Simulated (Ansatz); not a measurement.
Consider the formal exchange of groups at a B–C bond: `C=CB(Cl)Cl` + `N#CCC1CO1` → `N#CB(Cl)Cl` + `C=CCC1CO1`.

Isolated molecules relaxed with PBE0-D4/def2-TZVP in Ansatz; ΔE leaves out vibrations. CCSD(T)/CBS is the MP2 limit (def2-TZVPP, def2-QZVPP) plus CCSD(T) − MP2 in def2-TZVPP, frozen cores. This one scheme is used for every species. Functionals use def2-TZVPP. B3LYP here is the variant with VWN-RPA as its local correlation; programs differ in this. Each species was taken in one conformer, which may not be the lowest.

`C=CB(Cl)Cl`:

Z-matrix (Å, degrees):
```
C
C 1 1.334
H 1 1.086 2 122.1
H 1 1.086 2 121.2 3 -180.0
B 2 1.537 1 123.3 3 -180.0
H 2 1.087 1 118.7 3 -0.0
Cl 5 1.752 2 122.1 1 -0.0
Cl 5 1.750 2 119.9 1 179.9
```

`N#CCC1CO1`:

```xyz
11

N     1.260   -2.673   -0.224
C     0.919   -1.687    0.258
C     0.465   -0.437    0.844
C    -0.670    0.169    0.054
C    -0.422    1.162   -0.980
O    -0.909    1.536    0.302
H     0.146   -0.625    1.874
H     1.300    0.268    0.885
H    -1.563   -0.449   -0.020
H     0.602    1.462   -1.194
H    -1.128    1.275   -1.797
```

`N#CB(Cl)Cl`:

Cartesian coordinates in Å:
```
N -0.261 -1.347 1.688
C -0.122 -0.634 0.794
B 0.061 0.314 -0.394
Cl 1.101 1.682 -0.221
Cl -0.779 -0.016 -1.866
```

`C=CCC1CO1`:

Z-matrix (Å, degrees):
```
C
C 1 1.495
C 1 1.498 2 114.8
H 1 1.097 2 109.0 3 -122.5
H 1 1.097 2 109.7 3 122.6
C 2 1.326 1 126.2 3 -6.4
H 2 1.088 1 115.1 3 173.7
C 3 1.459 1 121.8 2 92.6
O 3 1.419 1 116.3 2 161.0
H 3 1.090 1 115.6 2 -61.7
H 6 1.084 2 121.0 1 -179.8
H 6 1.084 2 122.2 1 -0.0
H 8 1.088 3 118.9 1 -0.2
H 8 1.087 3 120.1 1 -153.1
```

```json
{"level": "PBE-D4", "ΔE (kJ/mol)": "14.2", "difference from CCSD(T)/CBS": "-0.8"}
{"level": "r2SCAN-D4", "ΔE (kJ/mol)": "15.7", "difference from CCSD(T)/CBS": "0.7"}
{"level": "PBE0-D4", "ΔE (kJ/mol)": "18.0", "difference from CCSD(T)/CBS": "3.0"}
{"level": "B3LYP-D4", "ΔE (kJ/mol)": "15.4", "difference from CCSD(T)/CBS": "0.4"}
{"level": "ωB97X-V", "ΔE (kJ/mol)": "17.6", "difference from CCSD(T)/CBS": "2.6"}
{"level": "ωB97M-V", "ΔE (kJ/mol)": "15.8", "difference from CCSD(T)/CBS": "0.8"}
{"level": "B2PLYP", "ΔE (kJ/mol)": "15.3", "difference from CCSD(T)/CBS": "0.3"}
{"level": "PBE", "ΔE (kJ/mol)": "15.3", "difference from CCSD(T)/CBS": "0.3"}
{"level": "r2SCAN", "ΔE (kJ/mol)": "16.1", "difference from CCSD(T)/CBS": "1.1"}
{"level": "PBE0", "ΔE (kJ/mol)": "18.9", "difference from CCSD(T)/CBS": "3.9"}
{"level": "B3LYP", "ΔE (kJ/mol)": "16.8", "difference from CCSD(T)/CBS": "1.8"}
{"level": "HF/def2-TZVPP", "ΔE (kJ/mol)": "26.5", "difference from CCSD(T)/CBS": "11.5"}
{"level": "MP2/def2-TZVPP", "ΔE (kJ/mol)": "12.8", "difference from CCSD(T)/CBS": "-2.2"}
{"level": "SCS-MP2/def2-TZVPP", "ΔE (kJ/mol)": "12.6", "difference from CCSD(T)/CBS": "-2.4"}
{"level": "CCSD/def2-TZVPP", "ΔE (kJ/mol)": "14.4", "difference from CCSD(T)/CBS": "-0.6"}
{"level": "CCSD(T)/def2-TZVPP", "ΔE (kJ/mol)": "12.9", "difference from CCSD(T)/CBS": "-2.1"}
{"level": "HF/def2-QZVPP", "ΔE (kJ/mol)": "26.3", "difference from CCSD(T)/CBS": "11.3"}
{"level": "MP2/def2-QZVPP", "ΔE (kJ/mol)": "13.9", "difference from CCSD(T)/CBS": "-1.1"}
{"level": "SCS-MP2/def2-QZVPP", "ΔE (kJ/mol)": "13.8", "difference from CCSD(T)/CBS": "-1.2"}
{"level": "HF/CBS(def2)", "ΔE (kJ/mol)": "26.3", "difference from CCSD(T)/CBS": "11.3"}
{"level": "MP2/CBS(def2)", "ΔE (kJ/mol)": "14.9", "difference from CCSD(T)/CBS": "-0.1"}
{"level": "CCSD/CBS(def2)", "ΔE (kJ/mol)": "16.5", "difference from CCSD(T)/CBS": "1.5"}
{"level": "CCSD(T)/CBS", "ΔE (kJ/mol)": "15.0", "difference from CCSD(T)/CBS": "0"}
```

Largest T1 diagnostic among the species: 0.014.

From PBE to PBE0 (25 % exact exchange), in def2-TZVPP and without D4, ΔE moves by +3.6 kJ/mol. In def2-TZVPP, CCSD(T) changes the Hartree–Fock value by −13.5 kJ/mol (the triples alone add −1.5 kJ/mol) and MP2 by −13.6 kJ/mol.
